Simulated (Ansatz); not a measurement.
One change: `[CH3][AlH][CH2][SiH2]F` becomes `F[SiH2]C[SiH2]F`.

Ansatz, PBE0-D4/def2-TZVP geometries, multiplicity 1. Each molecule was computed in one conformer, which needn't be the lowest.

| property | `[CH3][AlH][CH2][SiH2]F` |
| --- | --- |
| size of the dipole moment (ωB97M-V/def2-TZVPP) / D | 1.93 |
| HOMO–LUMO gap (ωB97M-V/def2-TZVPP) / eV | 10.66 |
| HOMO energy (ωB97M-V/def2-TZVPP) / eV | -10.37 |
| HOMO–LUMO gap (B3LYP/def2-TZVPP) / eV | 6.40 |
| HOMO–LUMO gap (PBE/def2-TZVPP) / eV | 4.80 |
| LUMO energy (PBE0/def2-TZVPP) / eV | -1.30 |

Question: What does the change do to each property? (An estimate is asked.)

Answer: The calculation gave: 
```
                                          property  `F[SiH2]C[SiH2]F`  shift
size of the dipole moment (ωB97M-V/def2-TZVPP) / D               0.61  -1.32
           HOMO–LUMO gap (ωB97M-V/def2-TZVPP) / eV              12.82   2.16
             HOMO energy (ωB97M-V/def2-TZVPP) / eV             -11.57  -1.20
             HOMO–LUMO gap (B3LYP/def2-TZVPP) / eV               8.39   1.99
               HOMO–LUMO gap (PBE/def2-TZVPP) / eV               6.55   1.75
                LUMO energy (PBE0/def2-TZVPP) / eV              -0.50   0.80
```

With PBE0 the HOMO falls by 1.19 eV and the LUMO rises by 0.80 eV, so the gap widens by about 1.99 eV. PBE moves the HOMO by -1.05 eV and ωB97M-V by -1.20 eV. Dipoles are sizes alone; their direction can turn.

B3LYP here is the variant with VWN-RPA as its local correlation; programs differ in this.
